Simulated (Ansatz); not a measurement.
Species: H3BO3, SMILES `OB(O)O` with one electron removed (charge 1, multiplicity 2), formula H$_{3}$BO$_{3}$.

Question: How many basis functions does frozen-core CCSD(T)/cc-pVTZ // B3LYP-D3(BJ)/def2-TZVP (Ansatz, a quantum-chemistry and plane-wave program) use, how many core orbitals are frozen, and how many electrons are correlated?

Answer: 162 basis functions and 4 frozen orbitals, which leaves 23 correlated electrons. Core time is of the order of minutes.
